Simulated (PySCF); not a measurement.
SCF from a fresh guess for quartet IrOI₂, at the PBE0 minimum. PySCF input:

```python
from pyscf import gto, scf, dft
mol = gto.M(atom='''
Ir    -0.000000     0.000000     0.269000
O     -0.000000     0.000000     1.993830
I     -2.480440     0.000000    -0.330160
I      2.480440     0.000000    -0.330160''',
    basis={'Ir': 'def2-SVP', 'O': 'def2-SVP', 'I': 'def2-SVP'},
    ecp={'Ir': 'def2-SVP', 'I': 'def2-SVP'},
    charge=0, spin=3)
mf = dft.UKS(mol, xc='PBE0')
mf.grids.atom_grid = (50, 194)
aux = {'Ir': 'def2-universal-JKFIT', 'O': 'def2-universal-JKFIT', 'I': 'def2-universal-JKFIT'}
mf = mf.density_fit(auxbasis=aux)
mf.conv_tol = 1e-08
mf.diis_space = 10
mf.max_cycle = 60
mf.init_guess = 'huckel'
mf.verbose = 4
mf.kernel()
```

Excerpt of the output (cycles alone):

```
init E= -773.444678532271
cycle= 1 E= -765.527992751517  delta_E= 7.92  |g|= 3.68  |ddm|= 6.08
cycle= 2 E= -741.765199848717  delta_E= 23.8  |g|=  6.6  |ddm|=   11
cycle= 3 E= -771.583757838177  delta_E= -29.8  |g|= 2.55  |ddm|=  8.9
cycle= 4 E= -773.975562074412  delta_E= -2.39  |g|= 1.18  |ddm|= 2.71
cycle= 5 E= -772.373610186042  delta_E=  1.6  |g|= 2.04  |ddm|= 4.16
cycle= 6 E= -774.76802304414  delta_E= -2.39  |g|= 0.424  |ddm|= 3.65
cycle= 7 E= -774.854945440502  delta_E= -0.0869  |g|= 0.0639  |ddm|= 0.387
cycle= 8 E= -774.858595513086  delta_E= -0.00365  |g|= 0.0297  |ddm|= 0.143
cycle= 9 E= -774.858928517537  delta_E= -0.000333  |g|= 0.0306  |ddm|= 0.0476
cycle= 10 E= -774.859276083155  delta_E= -0.000348  |g|= 0.0159  |ddm|= 0.0277
cycle= 11 E= -774.859387626548  delta_E= -0.000112  |g|= 0.00526  |ddm|= 0.0193
cycle= 12 E= -774.859403435215  delta_E= -1.58e-05  |g|= 0.00125  |ddm|= 0.00652
cycle= 13 E= -774.859404387925  delta_E= -9.53e-07  |g|= 0.000501  |ddm|= 0.00205
cycle= 14 E= -774.859404512485  delta_E= -1.25e-07  |g|= 9.76e-05  |ddm|= 0.000541
cycle= 15 E= -774.859404528225  delta_E= -1.57e-08  |g|= 3.74e-05  |ddm|= 0.000296
cycle= 16 E= -774.859404531197  delta_E= -2.97e-09  |g|= 1.95e-05  |ddm|= 0.000143
Extra cycle  E= -774.859404530124  delta_E= 1.07e-09  |g|= 6.05e-05  |ddm|= 6.09e-05
converged SCF energy = -774.859404530124  <S^2> = 3.7657109  2S+1 = 4.0078477
```

No lower solution of this spin was found from smeared starts or by a stability analysis within the unrestricted form.

With open d or f shells other occupations or spin states may lie lower. Spin–orbit coupling, left out here, can matter for elements this heavy.

The search for the lowest solution, 3 starts and the stability check together, took 17 s on 4 threads of a shared Arm Neoverse V2 host, with 98 basis functions; the process peaked at 0.49 GiB. Launch command: `OMP_NUM_THREADS=4 python axn.py task.json out`.
